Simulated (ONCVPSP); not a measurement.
## Cl, ONCV: configuration errors across variants

Cl, optimised norm-conserving Vanderbilt (ONCV), made with ONCVPSP 4.0.1 (PBEsol, scalar-relativistic). Core [Ne], reference 3s1.75 3p5.25. Waves: 3s: rc 1.40 bohr, ncon 4, nbas 8, qcut 3.8 1/bohr, 2 projectors, debl 1.2 Ha; 3p: rc 1.00 bohr, ncon 3, nbas 6, qcut 7.5 1/bohr, 2 projectors, debl 1.9 Ha; d scattering state at 0.3 Ha: rc 1.45 bohr, ncon 4, nbas 7, qcut 7.7 1/bohr, 3 projectors, debl 1.3 Ha. Local part: polynomial inside 0.75 bohr (lpopt 5, dvloc0 6 Ha). Core correction: Teter function, fcfact 3.5, rcfact 1.25.

All-electron excitation energies from the reference (eV): (1) 3s2 3p5 -3.018; (2) 3s2 3p4 10.818; (3) 3s2 3p3 36.216; (4) 3s2 3p4.5 2.546.

A true bound ghost makes a file unfit for plane-wave use even where its test errors are small: the radial tests pick states by their node count and pass the ghost by.

Errors AE − PS in meV (a dash: test not solved or not reliable):

```csv
change,(1),(2),(3),(4),bound ghosts,GHOST(+) flags above zero
base,-0.9,-3.6,+0.9,-2.5,"p, d","s, d"
d: qcut 4.6,-0.9,-3.6,+0.9,-2.5,"p, d",s
d: qcut 6.1,-0.9,-3.6,+0.9,-2.5,p,"s, d"
d: qcut 7,-0.9,-3.6,+0.9,-2.5,"p, d",s
d: qcut 7.9,-0.9,-3.6,+0.9,-2.5,"p, d","s, d"
d: qcut 8.6,-0.9,-3.6,+0.9,-2.5,p,"s, d"
d: qcut 9.2,-0.9,-3.6,+0.9,-2.5,p,s
d: qcut 10.1,-0.9,-3.6,+0.9,-2.5,p,s
d: qcut 10.8,-0.9,-3.6,+0.9,-2.5,p,s
d: qcut 11.6,-0.9,-3.6,+0.9,-2.5,p,s
```

Task: Give the same row for: d: qcut 5.5.

Result: -0.9, -3.6, +0.9, -2.5; bound ghosts: p, d; GHOST(+) flags above zero: s, d.
